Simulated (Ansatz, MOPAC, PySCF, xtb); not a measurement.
Pair of molecules: HF (SMILES F) (first 2 atoms) with C2H2 (SMILES C#C); geometry from B3LYP-D3(BJ)/def2-TZVP, rigid monomers moved along the line of their centres of mass till H2···C3 is 1.99 Å.
(charge 0, multiplicity 1):
```xyz
6

F     -0.0325    -0.0116     0.3487
H     -0.0182    -0.0044     1.2833
C      0.2518    -0.5381     3.1787
C     -0.2334     0.5575     3.1777
H      0.6828    -1.5107     3.1876
H     -0.6641     1.5302     3.1849
```

Monomers are frozen at their geometry in the pair; levels with a basis set take the counterpoise correction. Rows marked so take none.

Correlated levels freeze the cores. CBS: X⁻³ extrapolation of the correlation energy, Hartree–Fock from the larger set. Rows in STO-3G carry no dispersion term and start afresh at each structure. The state that PM3 reach isn't checked.

Programs: Ansatz (Gaussian orbitals); MOPAC for PM3 (differences of heats of formation); PySCF for STO-3G rows, the dispersion terms; xtb for the GFN methods. Each number belongs to the level named beside it.

| level | interaction energy (meV) |
|---|---|
| GFN-FF | -6.7 |
| PM3 | 22.6 |
| HF/STO-3G (no counterpoise) | 158.3 |
| HF/aug-cc-pVTZ | -47.3 |
| r2SCAN/def2-TZVPPD | -201.8 |
| B3LYP-D3(BJ)/def2-TZVPPD | -185.5 |
| SCS-MP2/aug-cc-pVTZ | -114.2 |
| CCSD/aug-cc-pVDZ | [?] |
| CCSD(T)/CBS(aug-cc-pVDZ, aug-cc-pVTZ) | [?] |

### Question
What belongs in the gaps?

### Answer

- CCSD/aug-cc-pVDZ, interaction energy (meV): -84.8
- CCSD(T)/CBS(aug-cc-pVDZ, aug-cc-pVTZ), interaction energy (meV): -158.0

Ansatz is an electronic-structure program.
